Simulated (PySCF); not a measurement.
(H2Al-mu-PH2)3.
Bonds: Al1–P4, Al1–P12, P4–Al5, Al5–P8, P8–Al9, Al9–P12. Hydrogens: H2, H3 on Al1; H13, H14 on P4; H6, H7 on Al5; H15, H16 on P8; H10, H11 on Al9; H17, H18 on P12.

Theory: PySCF, PBE0-D3(BJ)/def2-SVP geometry optimisation, gas phase.

(1) Give the optimised bond lengths and angles.

Answers

(1) 
```tsv
bond	length (Å)
Al1–H2 and 5 like bonds	1.592
Al1–P4 and 3 like bonds	2.432
Al1–P12, Al5–P8	2.442
P4–H13 and 5 like bonds	1.419
```

Bonds in one row agree within 0.01 Å and their mean is given. A selection of angles:
```tsv
angle	degrees
H2–Al1–H3	124.5
H2–Al1–P4	108.9
H2–Al1–P12	107.0
P4–Al1–P12	98.2
Al1–P4–Al5	125.7
Al1–P4–H13	108.2
Al1–P4–H14	106.3
H13–P4–H14	98.8
H6–Al5–P8	106.3
Al5–P8–Al9	120.4
Al5–P8–H16	110.0
P8–Al9–H11	111.3
P8–Al9–P12	94.7
H10–Al9–H11	124.3
Al1–P12–Al9	121.9
```

Torsions: P12–Al1–P4–Al5 -55° (synclinal); P4–Al1–P12–Al9 -11° (synperiplanar); Al1–P4–Al5–P8 49° (synclinal); P4–Al5–P8–Al9 24° (synperiplanar); Al5–P8–Al9–P12 -71° (synclinal); P8–Al9–P12–Al1 62° (synclinal).

P4 (phosphorus bonded to 2 Al and 2 H) has angles from 98.8° to 125.7°. Al1 (aluminium bonded to 2 P and 2 H) is distorted tetrahedral (angles from 98.2° to 124.5°).

Point group: near Cs, missed by 0.35 Å at most; the miss may be what the optimiser left on a soft mode. No frequency check. One conformer, not necessarily the lowest.
